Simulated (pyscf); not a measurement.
## HO–As(OH)–O–SiH₃, singlet

Gas-phase minimum from PySCF at ωB97X-D3(BJ)/def2-SVP, one conformer. 

```xyz
10

O     -2.3902    -1.4638    -1.7320
As    -0.7399    -2.1110    -1.6687
O     -0.2157    -1.0470    -3.0087
O     -0.1221    -1.1516    -0.3100
Si    -0.6973     0.3339     0.2144
H     -2.4065    -0.6826    -2.3068
H      0.6944    -1.2173    -3.2828
H     -1.1307     1.1788    -0.9358
H     -1.8389     0.1607     1.1532
H      0.4240     1.0117     0.9191
```
Charge 0, spin multiplicity 1.

Bond lengths (Å): O1–As2 1.774, O1–H6 0.970, As2–O3 1.790, As2–O4 1.774, O3–H7 0.966, O4–Si5 1.677, Si5–H8 1.492, Si5–H9 1.488, Si5–H10 1.488. Bond angles (°): As2–O1–H6 109.3, O1–As2–O3 91.7, O1–As2–O4 98.9, O3–As2–O4 98.6, As2–O3–H7 112.6, As2–O4–Si5 126.8, O4–Si5–H8 111.1, O4–Si5–H9 110.9, O4–Si5–H10 107.0, H8–Si5–H9 109.2, H8–Si5–H10 109.0, H9–Si5–H10 109.4.

Properties at ωB97X-D3(BJ)/def2-SVP:

```
Property                                                                                                                                                                                                                                         Result
---------------------------------------------------------------------------------------------------------------------  --------------------------------------------------------------------------------------------------------------------------------
Harmonic wavenumbers, unscaled                                                                                         62, 111, 145, 153, 261, 295, 345, 376, 560, 688, 716, 735, 762, 922, 949, 972, 976, 982, 1010, 2257, 2275, 2280, 3827, 3890 cm⁻¹
Zero-point energy                                                                                                                                                                                                                         36.5 kcal/mol
Rotational symmetry number                                                                                                                                                                                                                            1
Entropy of this conformer at 298 K and 1 atm, rigid rotor and harmonic oscillator, modes under 100 cm⁻¹ raised to 100                                                                                                                   369.8 J/(mol K)
Dipole moment                                                                                                                                                                                                                                    1.92 D
```

Single-point totals, which compare only within one level:

| level | total energy (hartree) |
|---|---|
| ωB97X-D3(BJ)/def2-TZVP | -2754.25276 |
| PBE/def2-TZVP | -2753.52166 |
| r²SCAN/def2-TZVP | -2754.10484 |
| B3LYP-D3(BJ)/def2-TZVP | -2754.32943 |
| PBE0-D3(BJ)/def2-TZVP | -2753.61689 |
| M06-2X/def2-TZVP | -2754.15863 |
| ωB97M-D3(BJ)/def2-TZVP | -2754.35598 |

Soft torsions are taken as harmonic, which can shift the entropy by several J/(mol K). Elements up to Kr have no core potential and no relativistic terms here.
